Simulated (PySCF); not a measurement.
# How methods differ on the excitation energy of Tc

Tc [Kr] 4d5 5s2 (6S) → Tc [Kr] 4d6 5s1 (6D), as a difference of total energies. Computed with PySCF 2.14 in aug-cc-pwCVTZ-PP with ECP28MDF, with scalar relativity through the core potential. Correlated levels: valence: 4s2 4p6 frozen; valence and next inner shell: nothing frozen outside the core potential. The calculations carry no spin-orbit coupling.

| method | excitation energy (eV) | error (eV) |
| --- | --- | --- |
| UHF | 0.759 | +0.353 |
| LDA | 0.120 | -0.286 |
| PBE | -0.121 | -0.527 |
| PBE0 | 0.000 | -0.406 |
| r2SCAN | 0.105 | -0.301 |
| M06-L | 0.426 | +0.020 |
| BP86 | -0.141 | -0.547 |
| B3LYP | 0.171 | -0.235 |
| MP2 (valence) | 0.421 | +0.015 |
| SCS-MP2 (valence) | 0.350 | -0.056 |
| MP2 (valence and next inner shell) | 0.573 | +0.167 |
| SCS-MP2 (valence and next inner shell) | 0.643 | +0.237 |

Reference: 0.406 eV (measured; NIST levels, between the centres of gravity of the two terms).

Errors of the correlated levels include the incompleteness of this basis and the frozen core.
